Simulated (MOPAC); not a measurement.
MOPAC input (PM7):

```
PM7 1SCF CHARGE=1 GEO-OK AUX(PRECISION=9) THREADS=1
H2BO

H    -0.00000000 1   -0.00000000 1   -1.88531600 1
B    -0.00000000 1   -0.00000000 1   -0.71513800 1
O     0.00000000 1    0.00000000 1    0.49908600 1
H     0.00000000 1    0.00000000 1    1.46831700 1
```

From the output:

```
                                                       MOPAC v23.2.5 Linux

          FINAL HEAT OF FORMATION =        128.48216 KCAL/MOL =     537.56935 KJ/MOL

          COSMO AREA              =         64.02 SQUARE ANGSTROMS
          COSMO VOLUME            =         45.57 CUBIC ANGSTROMS

          IONIZATION POTENTIAL    =         20.342953 EV
          HOMO LUMO ENERGIES (EV) =        -20.343 -5.741
          NO. OF FILLED LEVELS    =          5
          MOLECULAR WEIGHT        =         28.8252         POINT GROUP:  C*v

          MOLECULAR DIMENSIONS (Angstroms)

            Atom       Atom       Distance
            H     4    H     1     3.35363
            H     4    H     1     0.00000
            H     1    B     2     0.00000

          SCF CALCULATIONS        =          1

   ATOM   CHEMICAL          X               Y               Z
  NUMBER   SYMBOL      (ANGSTROMS)     (ANGSTROMS)     (ANGSTROMS)

     1       H         -0.00000000  *  -0.00000000  *  -1.88531600  *
     2       B         -0.00000000  *  -0.00000000  *  -0.71513800  *
     3       O          0.00000000  *   0.00000000  *   0.49908600  *
     4       H          0.00000000  *   0.00000000  *   1.46831700  *

                             CARTESIAN COORDINATES

   1    H       -0.000000000    -0.000000000    -1.885316000
   2    B       -0.000000000    -0.000000000    -0.715138000
   3    O        0.000000000     0.000000000     0.499086000
   4    H        0.000000000     0.000000000     1.468317000

           Empirical Formula: H2 O B  =     4 atoms

      MOLECULAR POINT GROUP   :   C*v

                  EIGENVALUES
 -37.38635 -27.27896 -21.42726 -21.42726 -20.34295  -5.74138  -5.74138  -4.12622
  -1.52311  -0.30254

              NET ATOMIC CHARGES AND DIPOLE CONTRIBUTIONS

  ATOM NO.   TYPE          CHARGE      No. of ELECS.   s-Pop       p-Pop
    1          H           0.159661        0.8403     0.84034
    2          B           0.904801        2.0952     0.94298     1.15222
    3          O          -0.549600        6.5496     1.59190     4.95770
    4          H           0.485138        0.5149     0.51486
 DIPOLE           X         Y         Z       TOTAL
 POINT-CHG.     0.000     0.000    -2.422     2.422
 HYBRID        -0.000     0.000     1.480     1.480
 SUM           -0.000     0.000    -0.942     0.942

          ATOMIC ORBITAL ELECTRON POPULATIONS

     Atom    s        px        py        pz
    1  H   0.84034
    2  B   0.94298   0.21938   0.21938   0.71346
    3  O   1.59190   1.78062   1.78062   1.39647
    4  H   0.51486

 **********************
 *                    *
 * JOB ENDED NORMALLY *
 *                    *
 **********************

 == MOPAC DONE ==
```

The dipole moment of an ion depends on the origin.

The geometry given is a B3LYP-D3(BJ)/def2-TZVP minimum.
